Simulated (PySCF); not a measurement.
ICl₄ (doublet). Method: UB3LYP/[I def2-SVP with ECP28, Cl def2-SVP], scalar-relativistic core potentials, density fitting, no spin–orbit coupling, PySCF.

Harmonic bands of its minimum:

```json
{"ω (cm⁻¹)": "49", "IR (km/mol, summed over degenerate members)": "0.0", "degeneracy": "1"}
{"ω (cm⁻¹)": "112", "IR (km/mol, summed over degenerate members)": "1.7", "degeneracy": "2"}
{"ω (cm⁻¹)": "113", "IR (km/mol, summed over degenerate members)": "5.7", "degeneracy": "1"}
{"ω (cm⁻¹)": "131", "IR (km/mol, summed over degenerate members)": "0.0", "degeneracy": "1"}
{"ω (cm⁻¹)": "260", "IR (km/mol, summed over degenerate members)": "0.0", "degeneracy": "1"}
{"ω (cm⁻¹)": "284", "IR (km/mol, summed over degenerate members)": "0.4", "degeneracy": "1"}
{"ω (cm⁻¹)": "295", "IR (km/mol, summed over degenerate members)": "164", "degeneracy": "2"}
```

Problem. The central atom is I. Infer the point group and assign the bands.

Solution. C4v. The modes span 2b1 + 2e + 2a1 + b2: 49 b1, 112 e, 113 a1, 131 b2, 260 b1, 284 a1, 295 e. The computed geometry has I–Cl 2.490 Å (×4); Cl–I–Cl 89.3° (×4), Cl–I–Cl 167.0° (×2).

Other isomers or separated fragments may lie lower. Spin–orbit coupling, left out here, can matter for elements this heavy.
